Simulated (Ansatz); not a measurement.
Consider the redistribution: `COB(C)O[SiH3]` + `CO[SiH](O)[SiH3]` → `O[SiH]([SiH3])O[SiH3]` + `COB(C)OC`.

Computed with Ansatz on PBE0-D4/def2-TZVP structures; ΔE is electronic, products minus reactants. CCSD(T)/CBS is the MP2 limit (def2-TZVPP, def2-QZVPP) plus CCSD(T) − MP2 in def2-TZVPP, frozen cores. Each species was taken in one conformer, which may not be the lowest.

```
                species  CCSD(T)/def2-TZVPP energy (Eh)
        `COB(C)O[SiH3]`                      -545.72705
     `CO[SiH](O)[SiH3]`                      -771.29328
`O[SiH]([SiH3])O[SiH3]`                     -1022.36604
             `COB(C)OC`                      -294.65921
```

Problem. Work out ΔE.

Solution. ΔE = (-1022.36604) + (-294.65921) − (-545.72705) − (-771.29328) = -0.00492 Eh = -0.13 eV. CCSD(T)/CBS gives -0.14 eV.

Largest T1 diagnostic among the species: 0.013.
